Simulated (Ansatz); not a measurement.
Cost and result up the ladder for tetraphenylphosphonium pentafluorobenzenesulfonate (C30H20F5O3PS) (60 atoms). Total charge 0; singlet. Geometry: PBE-D4/def2-SVP.

Cartesian coordinates in Å:
```
O -3.672 0.435 -2.645
S -2.798 -0.120 -1.591
O -2.661 -1.608 -1.541
O -1.461 0.586 -1.462
C -3.643 0.343 -0.014
C -4.373 -0.573 0.759
F -4.484 -1.862 0.428
C -4.971 -0.185 1.971
F -5.598 -1.092 2.735
C -4.892 1.147 2.402
F -5.452 1.518 3.558
C -4.189 2.084 1.627
F -4.106 3.357 2.037
C -3.596 1.679 0.421
F -2.944 2.619 -0.277
C 1.914 4.348 0.182
C 0.714 3.928 -0.414
C 0.440 2.564 -0.587
C 1.385 1.613 -0.140
P 1.038 -0.165 -0.344
C -0.306 -0.675 0.759
C -0.743 0.225 1.752
C -1.632 -0.213 2.741
C -2.103 -1.536 2.731
C -1.676 -2.424 1.734
C -0.766 -2.005 0.754
C 2.489 -1.058 0.349
C 2.591 -1.196 1.751
C 3.696 -1.847 2.314
C 4.702 -2.374 1.487
C 4.597 -2.250 0.093
C 3.495 -1.594 -0.478
C 1.021 -0.581 -2.110
C 1.967 0.094 -2.909
C 2.085 -0.234 -4.268
C 1.263 -1.225 -4.824
C 0.311 -1.878 -4.024
C 0.180 -1.562 -2.665
C 2.594 2.029 0.456
C 2.854 3.399 0.612
H 2.120 5.421 0.311
H -0.027 4.668 -0.751
H -0.499 2.218 -1.051
H -0.391 1.266 1.750
H -1.972 0.491 3.514
H -2.824 -1.869 3.492
H -2.062 -3.453 1.707
H -0.420 -2.719 -0.004
H 1.798 -0.800 2.403
H 3.768 -1.950 3.407
H 5.566 -2.891 1.931
H 5.376 -2.672 -0.560
H 3.415 -1.510 -1.571
H 2.599 0.886 -2.480
H 2.814 0.301 -4.895
H 1.349 -1.475 -5.893
H -0.365 -2.625 -4.465
H -0.641 -2.006 -2.082
H 3.331 1.290 0.799
H 3.798 3.722 1.076
```

Ansatz on 2 threads of AMD EPYC 7R13 on a shared host and a share (18 GiB) of an NVIDIA H100 80GB HBM3. Times are rough, and most runs start from the orbitals of an earlier one. r2SCAN0-D4/def2-SVP serves as the yardstick here, not as an exact answer. Differences are given only for rows in sets of like size (and for xTB, whose basis is part of the method), since another set adds its own error. Binding counts from free atoms at the same level (O triplet, S triplet, C triplet, F doublet, P quartet, H doublet; other spins of the atoms weren't run), without zero-point energy or a counterpoise term.

Single mean-field runs in def2-SVP, def2-mTZVP are fitted with def2-universal-jkfit. In the singlet geometry the species has come apart into loosely held pieces.

```csv
level,functions,wall time,binding energy per atom (eV),difference from r2SCAN0-D4/def2-SVP (eV)
BLYP-D4/def2-SVP,668,9.5 s,5.17,0.12
r2SCAN0-D4/def2-SVP,668,11 s,5.04,0.00
r2SCAN-D4/def2-mTZVP,841,12 s,5.04,–
r2SCANh-D4/def2-SVP,668,13 s,5.11,0.07
PBE0-D4/def2-SVP,668,16 s,5.21,0.17
r2SCAN-D4/def2-SVP (with forces),668,16 s,5.16,0.12
PBE-D4/def2-SVP (with forces),668,38 s,5.37,0.33
```
